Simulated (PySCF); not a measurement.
## Nd(NH2)3 at several levels of theory

Computed with PySCF 2.14.0 (density fitting, no spin-orbit coupling) at the geometry relaxed with B3LYP:

```xyz
10
Nd(NH2)3 (singlet in the valence; each metal's 4f electrons, 3 of them, lie in its core potential, out of spins and levels)
Nd   -0.0183   -0.0214    0.2811
N     2.2300   -0.0002    0.2589
H     2.8373    0.8234    0.2324
H     2.8625   -0.8019    0.1880
N    -1.1182    1.9220    0.0236
H    -0.7252    2.8676    0.0160
H    -2.1157    2.0443   -0.1737
N    -1.1096   -1.9336   -0.1748
H    -0.7332   -2.8805   -0.2741
H    -2.1095   -2.0196   -0.3775
```

| level | basis | state | HOMO (eV) | gap (eV) | charge on Nd1 (e) | population of f-type functions on Nd1 (polarisation alone where 4f lies in the core) | dipole about the centre of mass (D) | largest force component (eV/Å) |
| --- | --- | --- | --- | --- | --- | --- | --- | --- |
| B3LYP | Nd lcecp-1-SVP with ECP49, N def2-SVP, H def2-SVP | singlet | -5.64 | 4.26 | 0.84 | 0.07 | 0.90 | 0.02 |
| revPBE | the same | singlet | -4.50 | 2.88 | 0.75 | 0.06 | 0.83 | 0.35 |
| BLYP | the same | singlet | -4.43 | 2.69 | 0.68 | 0.06 | 0.84 | 0.35 |
| M06-L | the same | singlet | -4.60 | 3.93 | 1.07 | 0.06 | 0.95 | 0.15 |
| TPSSh | the same | singlet | -5.12 | 3.85 | 0.90 | 0.06 | 0.89 | 0.15 |

In the lcecp rows the 4f levels are missing from HOMO and gap, and the state counts the valence alone.

Charges are Mulliken's, which hang on the basis. The relaxation used the grid (50, 194), these runs (75, 302) or, all-electron (x2c bases, spin-free X2C Hamiltonian), (99, 590).

Question: What does B3LYP with Nd lcecp-1-TZVP with ECP49, N def2-TZVP, H def2-TZVP give here?

Answer: state singlet, HOMO (eV) -5.86, gap (eV) 4.39, charge on Nd1 (e) 1.60, population of f-type functions on Nd1 (polarisation alone where 4f lies in the core) 0.07, dipole about the centre of mass (D) 0.99, largest force component (eV/Å) 0.53. Time: 20 s on 2 threads of Arm Neoverse V1, on a shared host, from free ions and atoms.

An lcecp potential fixes the number of 4f electrons, so in runs with it no electron can move into or out of that shell.
